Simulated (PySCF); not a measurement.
HfCl₂I₂, SMILES [I][Hf]([I])([Cl])[Cl], multiplicity 1.

The structure is a stationary point at PBE-D3(BJ)/def2-SVP. The multiplicity is an assumed one; no other spin state was optimised. The structure was generated by enumeration; whether it is a known compound was not checked. The def2 effective core potentials stand for the cores of Hf, I; spin–orbit coupling is left out.

The numbers are results of PySCF with PBE/def2-TZVP, not measurements.

Q: Estimate the frontier levels, gap, dipole moment and polarisability. (The exact figures need the calculation; the answer reports its results.)

A: 
```yaml
highest_occupied_level: -7.01 eV
lowest_empty_level: -3.26 eV
orbital_gap: 3.75 eV
dipole_moment: 0.52 D
quadrupole, principal values (traceless, Buckingham form, about the centre of nuclear charge): -2.67, -0.47, 3.14 D·Å
mean_static_polarisability: 137.3 bohr³ (20.34 Å³)
polarisability_principal_values: 117.8, 133.9, 160.1 bohr³
```
